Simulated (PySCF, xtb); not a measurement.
C2H7F2NSi, SMILES FC(F)C[SiH2]N.

xtb 6.7.1 with GFN2-xTB at its own geometry gives an orbital gap of 5.77 eV and a dipole moment of 3.81 D.

Geometry optimised at PBE0-D3(BJ)/def2-SVP. The structure was generated by enumeration, and PubChem lists no compound with its InChIKey, so it may never have been made. Other conformers were not sampled.

Q: What does ωB97X/def2-TZVP (PySCF) give? (Estimate from the structure and the level; the computed values follow.)

A: gap 12.31 eV (levels -9.84 and 2.48 eV), dipole 3.43 D.
